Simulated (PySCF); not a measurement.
# Se²⁺ (selenium, charge +2) across methods

[Ar] 3d10 4s1 4p2 4d1, one real determinant (an excited configuration). Computed with PySCF 2.14 in aug-cc-pVDZ-DK (6s5p3d, 36 functions), with scalar relativity by spin-free X2C-1e.

| method | E (hartree) | mean ε 4s α (eV) | mean ε 4p α (eV) | mean ε 4d α (eV) | Σ⟨r²⟩ (bohr²) | ⟨S²⟩ |
| --- | --- | --- | --- | --- | --- | --- |
| PBE0 | -2427.383 | -44.677 | -31.407 | -14.498 | 29.90 | 6.000 |
| LC-wPBE | -2427.360 | -47.758 | -34.221 | -16.511 | 29.00 | 6.000 |
| wB97X | -2427.693 | -47.003 | -33.588 | -16.186 | 29.51 | 6.001 |
| r2SCAN | -2427.641 | -43.410 | -30.430 | -13.883 | 30.16 | 6.001 |
| PBEsol | -2425.635 | -42.476 | -29.771 | -13.743 | 29.68 | 6.000 |
| PW91 | -2427.842 | -42.551 | -29.851 | -13.863 | 29.68 | 6.000 |
| LDA | -2424.035 | -42.664 | -29.858 | -13.700 | 29.75 | 6.000 |
| PBE | -2427.331 | -42.441 | -29.775 | -13.831 | 29.68 | 6.000 |

⟨L²⟩ = 7.27 against 12 for a pure F term, so this real determinant mixes terms. The outer electron is Rydberg-like, and this basis confines it to a smaller radius and binds it less than a complete one would.
